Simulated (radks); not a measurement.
As, 33 electrons, occupied as [Ar] 3d10 4s2 4p3. Method: scalar-relativistic Kohn-Sham, PBEsol, spin-polarised, spherical densities, point nucleus; open shells are filled with parallel spins first; computed with a radial shooting solver on a logarithmic mesh with Libxc functionals.

Normalised radial functions P(r) = r R(r), r in bohr:

```
   r/bohr * 3d down, o 4p up (the largest magnitude, 1.2, reaches the edge; | marks zero, & curves that meet)
 0.001518                             &
   0.0023                             &
 0.003487                             &
 0.005244                             &
 0.007949                             &
  0.01205                             &
  0.01827                             *o
  0.02769                             *o
  0.04164                             |*o
  0.06312                             | *o
  0.09569                             |   &
   0.1451                             |  o     *
   0.2199                             o               *
   0.3333                        o    |                       *
   0.5012                       o     |                          *
   0.7598                            o|                     *
    1.152                             |        o   *
    1.746                             |    *         o
    2.647                             |*           o
     3.98                             *      o
    6.033                             * o
    9.146                             &
```

3d down: eigenvalue -40.120 eV, 0 radial nodes, <r> = 0.676 bohr, 90 % of the charge inside 1.13 bohr. 4p up: eigenvalue -5.908 eV, 2 radial nodes at r = 0.216, 0.779 bohr, <r> = 2.51 bohr, 90 % of the charge inside 3.88 bohr.
